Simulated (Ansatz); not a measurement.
```yaml
crystal:
  periodic: [false, false, false]
  atoms:
    - {symbol: F, position_ang: [-0.015908, 1.239814, -2.044349]}
    - {symbol: Ge, position_ang: [-1.018232, 0.211664, -1.236657]}
    - {symbol: Cl, position_ang: [-0.619805, -1.770972, -2.016025]}
    - {symbol: O, position_ang: [-0.567790, 0.254996, 0.483087]}
    - {symbol: Si, position_ang: [0.970660, -0.127466, 1.329905]}
    - {symbol: H, position_ang: [-2.447914, 0.669290, -1.333388]}
    - {symbol: H, position_ang: [1.590480, 1.192018, 1.613245]}
    - {symbol: H, position_ang: [1.799586, -1.018308, 0.562404]}
    - {symbol: H, position_ang: [0.522164, -0.763097, 2.617264]}
basis:
  gaussian: {orbitals: pcseg-2}
hamiltonian: {xc: {name: HF}}
correlation: {active_space: {window: {electrons: 6, orbitals: 2}}}
accuracy: high
output: {forces: true}
```

```sh
$ ansatz run in.yaml --threads 4 --pin off --events-out ev --progress --plain --max-ram 10444MiB
```

Output, abridged:

```
Functional definition: HF
  name "HF"
  cite "Fock, Z. Phys. 61, 126 (1930) doi:10.1007/BF01340294"
  parent pbe
  exchange = exact_x
  correlation = 0
3918 factors; integrals over basis functions are off by at most 1.8e-8 eV
mean field evaluation 1: about -81648.0708 eV, gradient 4.7e1 eV
mean field evaluation 2: about -81648.2771 eV, gradient 4.8e1 eV
mean field evaluation 4: about -81652.6667 eV, gradient 3.9e0 eV
mean field evaluation 8: about -81652.7270 eV, gradient 3.0e-1 eV
mean field evaluation 16: about -81652.7274 eV, gradient 1.5e-8 eV
mean field -81652.72742732 eV, -3000.6823867474 hartree, gradient 2.7e-8 eV, S^2 0.000000; 0 other end points of the search recorded, 0 dependent functions left out
reference -81652.72742732 eV, -3000.6823867474 hartree; 42, 42 occupied and 185, 185 virtual orbitals, 3918 factors
Error: 6 electrons in 2 orbitals form no window around the highest filled level of the reference
```

(1) What is wrong with this run?

## Answers

(1) The active space doesn't fit the electrons. The run stopped with an error.
